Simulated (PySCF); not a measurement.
```xyz
3
charge -1 multiplicity 2, angstrom
Os    0.0000    0.0000   -0.0610
O     1.6856    0.0000    0.3658
O    -1.6856    0.0000    0.3658
```

Level of theory: UB3LYP/[Os def2-SVPD with ECP60, O def2-SVPD], scalar-relativistic core potentials, density fitting, no spin–orbit coupling, PySCF.

This geometry of OsO₂⁻ is a stationary point at this level.

What is the point group?

C2v.

Is it a minimum?

Yes: all harmonic wavenumbers are real.

Which band is strongest in the infrared?

898 cm⁻¹ (b2), 411 km/mol.

What are the dipole moment and the gap between the highest occupied and lowest empty levels of either spin?

0.72 D about the centre of mass and 2.54 eV.

Other isomers or separated fragments may lie lower. Other spin states or occupations of the open shell can lie lower. The lowest empty level of this anion is unbound, so it and the gap depend on the basis. With an element this heavy the missing spin–orbit coupling can shift these numbers.
